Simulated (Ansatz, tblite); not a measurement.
Removing and adding an electron: `CN(C)c1ccc(-c2ccc(-c3ccc(C#N)s3)s2)s1`. Total charge 0; singlet. Geometry: r2SCAN-D4/def2-SVP. Ansatz, gas phase; energy differences of separate SCF runs; the oxidised species was run as a doublet alone; the reduced species was run as a doublet alone.

```xyz
32

C    -4.040   -0.954    2.820
N    -4.273    0.142    1.904
C    -5.632    0.570    1.651
C    -3.330    0.447    0.964
C    -3.450    1.274   -0.153
C    -2.242    1.392   -0.875
C    -1.187    0.657   -0.354
C     0.157    0.543   -0.843
C     0.690    1.047   -2.030
C     2.055    0.755   -2.199
C     2.607    0.021   -1.154
C     3.949   -0.460   -0.986
C     4.494   -1.172    0.083
C     5.856   -1.484   -0.086
C     6.375   -1.016   -1.287
C     7.688   -1.146   -1.779
N     8.777   -1.252   -2.191
S     5.152   -0.180   -2.214
S     1.391   -0.295    0.063
S    -1.712   -0.213    1.080
H    -3.048   -0.847    3.290
H    -4.793   -0.926    3.619
H    -4.081   -1.945    2.326
H    -6.087    0.055    0.782
H    -6.244    0.367    2.540
H    -5.661    1.654    1.460
H    -4.375    1.775   -0.435
H    -2.137    2.010   -1.768
H     0.092    1.601   -2.755
H     2.639    1.066   -3.069
H     3.909   -1.451    0.962
H     6.462   -2.034    0.636
```

The xTB rows come from tblite. Single mean-field runs in def2-TZVP are fitted with def2-universal-jkfit.

Estimate orbital energies and vertical ionisation energies and electron affinities at: GFN1-xTB; GFN2-xTB; PBE-D4/def2-TZVP; PBE0-D4/def2-TZVP.


```
            level  −HOMO (eV)  vertical IE (eV)  −LUMO (eV)  vertical EA (eV)  HOMO–LUMO gap (eV)  IE − EA (eV)                       remarks
         GFN1-xTB       10.07             11.98        8.47              6.53                1.60          5.44                             –
         GFN2-xTB        9.48             11.37        7.97              6.10                1.51          5.26                             –
 PBE-D4/def2-TZVP        4.48              6.28        2.78              1.08                1.70          5.20  HOMO above zero (-1 doublet)
PBE0-D4/def2-TZVP        5.23              6.44        2.22              1.08                3.01          5.36  HOMO above zero (-1 doublet)
```

   A HOMO above zero means that the electron is unbound at that level or that self-interaction error raises the level; the energy of removing that electron tells which. Raw xTB energy differences between charge states are shifted by several eV; the methods need an empirical correction for them. Sets without diffuse functions give affinities that are too small.
